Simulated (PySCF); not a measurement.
**Electron correlation in Si²⁺ (silicon, charge +2)**

[Ne] 3p2, high-spin 3P determinant (an excited configuration). All numbers are calculated (PySCF 2.14, no relativity, point nucleus, in def2-QZVPPD). Frozen: [Ne]; 2 electrons correlated.

With two correlated electrons CCSD is exact within the correlated space (frozen core and kept virtual orbitals).

| level | correlation energy (mhartree) |
| --- | --- |
| CCSD | -10.66 |

Diagnostics: T1 = 0.0015, D1 = 0.0021, largest double amplitude 0.067.

Problem. Is a single reference adequate?

Solution. Yes: T1 lies below 0.03 and no double amplitude reaches 0.07.
